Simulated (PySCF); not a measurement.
Computed shifts of a molecule C5H7N, PBE/pcSseg-1 (PySCF), GIAO, gas phase, equivalent atoms averaged, in ppm (number of nuclei): ¹³C: 174.2 (1), 153.5 (1), 148.0 (1), 77.2 (1), 16.8 (1). ¹⁵N: 388.4 (1). ¹H: 8.30 (1), 7.36 (1), 4.92 (2), 2.48 (3). References: ¹³C against TMS (σ = 182.0 ppm); ¹⁵N against NH3 (σ = 267.0 ppm); ¹H against TMS (σ = 31.49 ppm), references at their B3LYP-D3(BJ)/def2-TZVP geometries, non-relativistic. Geometry optimised at B3LYP-D3(BJ)/def2-SVP. The values are those of a single conformer.

**Question.** Which molecule gave these data?
A) Cc1ccc[nH]1
B) C#CC/C=N/C
C) CC1=CCN=C1
D) Cc1cc[nH]c1

**Answer.** C, CC1=CCN=C1
